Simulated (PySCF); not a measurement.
The vertical singlet excitations below were computed for one of the candidates. Theory: PySCF 2.14.0, density-fitted response routines, TDDFT PBE0/def2-SVPD, vertical, gas phase, core orbitals frozen in the response. Geometries: GFN2-xTB, one conformer each.

```json
{"state": "S1", "E (eV)": "2.78", "f": "0.015", "main configurations (H = HOMO, L = LUMO)": "H→L (92%)"}
{"state": "S2", "E (eV)": "3.57", "f": "0.0020", "main configurations (H = HOMO, L = LUMO)": "H→L+1 (84%), H-1→L (10%)"}
{"state": "S3", "E (eV)": "3.89", "f": "0.0059", "main configurations (H = HOMO, L = LUMO)": "H-1→L (84%)"}
{"state": "S4", "E (eV)": "5.09", "f": "0.0028", "main configurations (H = HOMO, L = LUMO)": "H-3→L (82%)"}
{"state": "S5", "E (eV)": "5.26", "f": "0.062", "main configurations (H = HOMO, L = LUMO)": "H-2→L (82%)"}
{"state": "S6", "E (eV)": "5.66", "f": "0.035", "main configurations (H = HOMO, L = LUMO)": "H→L+2 (79%), H-4→L (13%)"}
{"state": "S7", "E (eV)": "5.71", "f": "0.030", "main configurations (H = HOMO, L = LUMO)": "H-4→L (66%), H→L+2 (12%), H-3→L (9%)"}
{"state": "S8", "E (eV)": "5.91", "f": "0.013", "main configurations (H = HOMO, L = LUMO)": "H→L+3 (86%)"}
```

Triplets computed (Tamm–Dancoff): 2.41, 2.97, 3.23 eV.

Orbital energies (eV): HOMO-3 -9.65, HOMO-2 -9.28, HOMO-1 -8.97, HOMO -7.25, LUMO -3.31, LUMO+1 -1.57, LUMO+2 -0.53.

Task: Which structure fits?
A. `CC[C@]([SiH3])(C#N)C=O`
B. `N#C[Si@@H](C=O)/C=C\C=O`
C. `N#CC[C@@]([SiH3])(C#N)C=O`

Result: B. Its S1, at 2.78 eV, is the lowest among the candidates; the nearest of the others has S1 at 4.28 eV. S1 is HOMO→LUMO (92%). Löwdin shares by element: HOMO oxygen 47% or more, carbon 20% or more, silicon 11%, hydrogen 9% or more; LUMO carbon 64% or more, oxygen 18% or more (atoms not listed hold the other 19%). At the same level the other candidates give, for their lowest levels:
- `N#CC[C@@]([SiH3])(C#N)C=O`: 4.33 eV (f 0.001); 6.30 eV (f 0.039); 6.77 eV (f 0.015); 6.97 eV (f 0.005); 7.00 eV (f 0.001); T1 3.72 eV; HOMO -8.61, LUMO -2.10 eV
- `CC[C@]([SiH3])(C#N)C=O`: 4.28 eV (f 0.001); 6.27 eV (f 0.047); 6.62 eV (f 0.020); 7.08 eV (f 0.013); 7.16 eV (f 0.003); T1 3.68 eV; HOMO -8.05, LUMO -1.59 eV

Conformer computed: `[N:1]#[C:2][Si@@H:3]([CH:4]=[O:5])/[CH:6]=[CH:7]\[CH:8]=[O:9]`: C2–Si3–C4–O5 155°, C2–Si3–C6–C7 -70°, C6–C7–C8–O9 4°.
